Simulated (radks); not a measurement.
The numbers below are computed, except where a source is named.
The table gives one normalised radial function P(r) = r R(r) of Hf5+ in [Xe] 4f13 (r in bohr). Code: a radial shooting solver on a logarithmic mesh with Libxc functionals. Model: scalar-relativistic Kohn-Sham, PBE, spin-unpolarised, spherical densities, point nucleus.

r              P
0.001816   0.0043
0.002403   0.0069
0.003154   0.0108
0.00414    0.0169
0.005477   0.0266
0.00719    0.0409
0.009513   0.0626
0.01249    0.0923
0.01639    0.1315
0.02169    0.1797
0.02846    0.2262
0.03766    0.2556
0.04943    0.2380
0.06489    0.1452
0.08585   -0.0368
0.1127    -0.2466
0.1479    -0.3643
0.1957    -0.2434
0.2569     0.1155
0.3399     0.4827
0.4461     0.4858
0.5856     0.0307
0.7748    -0.6212
1.017     -1.0116
1.335     -0.9660
1.766     -0.6086
2.318     -0.2581
3.068     -0.0643
4.026     -0.0088

Which n and l does it have? It may be an empty orbital.

Answer. n = 5, l = 1: the number of nodes gives n - l - 1 = 3, the rise at small r (about r^(l+1), flatter next to the nucleus through relativity) gives l, and the extent must fit the shell. The curve is that of 5p. 5p: eigenvalue -93.865 eV, 3 radial nodes at r = 0.0818, 0.238, 0.594 bohr, <r> = 1.26 bohr, 90 % of the charge inside 1.82 bohr.
